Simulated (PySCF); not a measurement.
A species of formula C5H7NOS has this rotational fingerprint, computed with PBE0/def2-SVPD in PySCF (dipole) on a GFN2-xTB geometry, gas phase:

```
Rotational constants : A = 3044, B = 1643, C = 1328 MHz
Dipole components    : |μa| = 0.83 D, |μb| = 4.49 D, |μc| = 0.53 D
Inertial defect      : -93.05 u·Å²
κ                    : -0.63
```

Question: Which candidate fits, each taken in the one conformer that was computed?
A. `[CH3:1][S:2]/[CH:3]=[CH:4]/[O:5][CH2:6][C:7]#[N:8]` with C1–S2–C3–C4 -150°, C3–C4–O5–C6 0°, C4–O5–C6–C7 176°
B. `O=[S@@]1CC[C@@]12C=NC2`
C. `[CH3:1][CH2:2][O:3][c:4]1[cH:5][n:6][cH:7][s:8]1` with C1–C2–O3–C4 -75°, C2–O3–C4–C5 171°

Answer: B. It is O=[S@@]1CC[C@@]12C=NC2, an asymmetric top, point group C1. The candidates at the same level (rigid rotor, commonest isotopes):

```csv
SMILES,A (MHz),B (MHz),C (MHz),μa (D),μb (D),μc (D),Δ (u·Å²),point group,rotor
CS/C=C/OCC#N,7133,562.6,530.2,3.65,2.46,0.13,-15.96,C1,near-prolate asymmetric top
O=[S@@]1CC[C@@]12C=NC2,3044,1643,1328,0.83,4.49,0.53,-93.05,C1,asymmetric top
CCOc1cncs1,3872,1276,1060,2.79,1.60,0.25,-49.84,C1,asymmetric top
```

`CS/C=C/OCC#N` has A 134 % too high; `CCOc1cncs1` has A 27 % too high. No structure here is proved a minimum.
